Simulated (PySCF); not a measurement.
Si(H)(SiH3) (H4Si2), SMILES [SiH3][SiH] (connectivity only; charge and spin as stated), neutral, multiplicity 1.

Geometry optimised at PBE0-D3(BJ)/def2-TZVP. The isomer is the one that the SMILES or the coordinates give; other isomers of the formula were not compared.

Level of theory: TDDFT-PBE/def2-TZVPD (PySCF).

Vertical excitations. Isolated molecule, no solvent.

```json
[
 {"state": "S1", "energy (eV)": "1.84", "λ (nm)": "676", "f": "0.003", "main pairs": "HOMO→LUMO 101 %"},
 {"state": "S2", "energy (eV)": "3.20", "λ (nm)": "388", "f": "0.002", "main pairs": "HOMO−1→LUMO 99 %"},
 {"state": "S3", "energy (eV)": "4.36", "λ (nm)": "284", "f": "0.005", "main pairs": "HOMO−2→LUMO 94 %"},
 {"state": "S4", "energy (eV)": "4.62", "λ (nm)": "268", "f": "0.014", "main pairs": "HOMO−3→LUMO 91 %"},
 {"state": "S5", "energy (eV)": "5.36", "λ (nm)": "231", "f": "0.018", "main pairs": "HOMO→LUMO+2 66 %, HOMO→LUMO+1 31 %"},
 {"state": "S6", "energy (eV)": "5.62", "λ (nm)": "221", "f": "0.325", "main pairs": "HOMO→LUMO+1 52 %, HOMO→LUMO+2 30 %"},
 {"state": "S7", "energy (eV)": "5.79", "λ (nm)": "214", "f": "0.015", "main pairs": "HOMO→LUMO+3 97 %"},
 {"state": "S8", "energy (eV)": "6.06", "λ (nm)": "205", "f": "0.089", "main pairs": "HOMO→LUMO+4 85 %"},
 {"state": "S9", "energy (eV)": "6.32", "λ (nm)": "196", "f": "0.062", "main pairs": "HOMO→LUMO+5 82 %"},
 {"state": "S10", "energy (eV)": "6.84", "λ (nm)": "181", "f": "0.055", "main pairs": "HOMO−1→LUMO+1 75 %"},
 {"state": "T1", "energy (eV)": "0.85", "λ (nm)": "1451", "f": "0", "main pairs": "HOMO→LUMO 99 %"},
 {"state": "T2", "energy (eV)": "2.53", "λ (nm)": "491", "f": "0", "main pairs": "HOMO−1→LUMO 98 %"},
 {"state": "T3", "energy (eV)": "4.13", "λ (nm)": "300", "f": "0", "main pairs": "HOMO−2→LUMO 58 %, HOMO−3→LUMO 41 %"},
 {"state": "T4", "energy (eV)": "4.17", "λ (nm)": "297", "f": "0", "main pairs": "HOMO−3→LUMO 58 %, HOMO−2→LUMO 41 %"}
]
```
Triplets are in the Tamm–Dancoff approximation, which puts them higher than full response would, so one can lie above its singlet here.
